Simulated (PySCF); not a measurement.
**Basis-set dependence of AsF⁻ at HF**

PySCF, UHF reference; doublet, unpaired electrons π ↑; De to As + F⁻ without counterpoise correction.

```
                     basis                           relativity  functions  Re (Å)  ωe (cm⁻¹)  De (eV)  μ (D)
aug-cc-pVDZ-PP/aug-cc-pVDZ  scalar-relativistic core potentials         55   1.847        550      n/a  -0.81
            aug-cc-pVDZ-DK                        spin-free X2C         59   1.846        551      n/a  -0.82
               def2-TZVPPD                        no relativity         94   1.820        556      n/a  -0.56
```

How does each smaller set differ from the one with most functions, def2-TZVPPD?

aug-cc-pVDZ-PP/aug-cc-pVDZ: +2.7 pm, -1.1 % in ωe; aug-cc-pVDZ-DK: +2.6 pm, -0.9 % in ωe. All at HF; the set with most functions is neither the basis-set limit nor always the best. The rows treat relativity differently, so the differences are not basis effects alone.

A positive dipole points towards F; it is taken about the centre of mass and depends on that origin. Spin–orbit coupling is left out. Hartree–Fock leaves out correlation, which carries a large part of most bond energies and some tenths to 1 eV of ionisation energies. The state was picked by a PBE0 search and need not be the measured ground state.
